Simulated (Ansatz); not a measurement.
Input for Ansatz (development build ahead of 0.2.0):

```yaml
crystal:
  periodic: [false, false, false]
  atoms:
    - { symbol: Si, position_ang: [0.0, 0.0, 0.0] }
    - { symbol: F, position_ang: [0.98908, 0.98908, 0.98908] }
    - { symbol: F, position_ang: [0.98908, -0.98908, -0.98908] }
    - { symbol: F, position_ang: [-0.98908, 0.98908, -0.98908] }
    - { symbol: F, position_ang: [-0.98908, -0.98908, 0.98908] }
basis:
  gaussian: { orbitals: def2-TZVP }
hamiltonian:
  xc: hf
```

The input is written out in the form of the current development build from the run's settings.

The run gave:

```
Converged                       : yes
Total energy                    : -687.09856 hartree
Spin squared of the determinant : 0.000
```

Caution: no unrestricted run beside it, a lower state can exist.
